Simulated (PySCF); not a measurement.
Argon: a sound run and one with changed settings

Sound run: Ar⁺ [Ne] 3s2 3p5, Ar²⁺ [Ne] 3s2 3p4. Computed with PySCF 2.14 in cc-pVDZ-DK, with scalar relativity by spin-free X2C-1e. In the sound run the correlated levels freeze [Ne]. The sound run starts from symmetry-adapted Hartree-Fock orbitals and uses a fine grid where one is needed.

Changed run: a valence shell is frozen. This setting is unsound on purpose.

```tsv
species	method	sound run (hartree)	changed run (hartree)	converged
Ar⁺	MP2	-528.17986	-528.14385	yes
Ar⁺	CCSD(T)	-528.19763	-528.15485	yes
Ar²⁺	MP2	-527.18582	-527.14071	yes
Ar²⁺	CCSD(T)	-527.20576	-527.15012	yes
```

Ionisation energy of Ar⁺:

```json
{"method": "UHF", "sound run (eV)": "26.416", "changed run (eV)": "26.416"}
{"method": "MP2", "sound run (eV)": "27.049", "changed run (eV)": "27.297"}
{"method": "SCS-MP2", "sound run (eV)": "27.018", "changed run (eV)": "27.345"}
{"method": "CCSD", "sound run (eV)": "26.987", "changed run (eV)": "27.335"}
{"method": "CCSD(T)", "sound run (eV)": "26.990", "changed run (eV)": "27.340"}
```

Freezing a valence shell removes pair correlation that changes on ionisation.

For comparison, NIST gives 27.630 eV between the lowest levels.
